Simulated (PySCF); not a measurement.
**SMILES C1=CC(C(=O)O)=CC=C1Br, C$_{7}$H$_{5}$BrO$_{2}$**

Molfile (atoms numbered from 1):
```
C7H5BrO2
     RDKit          3D

 15 15  0  0  0  0  0  0  0  0999 V2000
    2.5919   -1.5508   -0.0412 O   0  0  0  0  0  0  0  0  0  0  0  0
    2.1100   -0.4802   -0.3136 C   0  0  0  0  0  0  0  0  0  0  0  0
    2.8502    0.5635   -0.7119 O   0  0  0  0  0  0  0  0  0  0  0  0
    0.6590   -0.1716   -0.2498 C   0  0  0  0  0  0  0  0  0  0  0  0
   -0.2107   -1.1873    0.1595 C   0  0  0  0  0  0  0  0  0  0  0  0
   -1.5780   -0.9557    0.2406 C   0  0  0  0  0  0  0  0  0  0  0  0
   -2.0720    0.3068   -0.0930 C   0  0  0  0  0  0  0  0  0  0  0  0
   -3.9239    0.6336    0.0129 Br  0  0  0  0  0  0  0  0  0  0  0  0
   -1.2184    1.3312   -0.5039 C   0  0  0  0  0  0  0  0  0  0  0  0
    0.1488    1.0879   -0.5812 C   0  0  0  0  0  0  0  0  0  0  0  0
    3.7696    0.2576   -0.7190 H   0  0  0  0  0  0  0  0  0  0  0  0
    0.2102   -2.1624    0.4130 H   0  0  0  0  0  0  0  0  0  0  0  0
   -2.2611   -1.7442    0.5598 H   0  0  0  0  0  0  0  0  0  0  0  0
   -1.6249    2.3106   -0.7605 H   0  0  0  0  0  0  0  0  0  0  0  0
    0.8294    1.8783   -0.9007 H   0  0  0  0  0  0  0  0  0  0  0  0
  1  2  2  0
  2  3  1  0
  2  4  1  0
  4  5  1  0
  5  6  2  0
  6  7  1  0
  7  8  1  0
  7  9  2  0
  9 10  1  0
 10  4  2  0
  3 11  1  0
  5 12  1  0
  6 13  1  0
  9 14  1  0
 10 15  1  0
M  END
```

Method used: TDDFT CAM-B3LYP/aug-cc-pVDZ excited states, vertical, gas phase in PySCF. Geometry: PBE0-D3(BJ)/def2-SVP.

The calculation is non-relativistic, which matters for the atoms heavier than Zn.

Give the one- and two-photon strengths of the lowest singlets.

δ for parallel linear polarisation; σ at the peak of a Lorentzian of half width 0.1 eV, single beam; Ω is circular over linear.
```
state  E (eV)      f  photon λ (nm)  δ (au)  σ (GM)     Ω                                main
   S1    5.07  0.009            490    2.15    0.02  1.44  HOMO−1→LUMO 0.59, HOMO→LUMO+1 0.37
   S2    5.20  0.001            477    0.97    0.01  0.84  HOMO−2→LUMO 0.61, HOMO−3→LUMO 0.24
   S3    5.24  0.382            473     596    6.00  0.77                      HOMO→LUMO 0.91
   S4    5.88  0.000            422    2.69    0.03  1.50  HOMO→LUMO+5 0.56, HOMO→LUMO+2 0.13
   S5    6.26  0.187            396    19.9    0.29  1.41  HOMO→LUMO+1 0.59, HOMO−1→LUMO 0.37
   S6    6.41  0.000            387     0.4    0.01  1.50  HOMO−3→LUMO 0.65, HOMO−2→LUMO 0.27
```

Among these, the strongest one-photon state is S3, the strongest two-photon state S3, with a dipole change of 3.8 D (relaxed, norm of the difference vector).
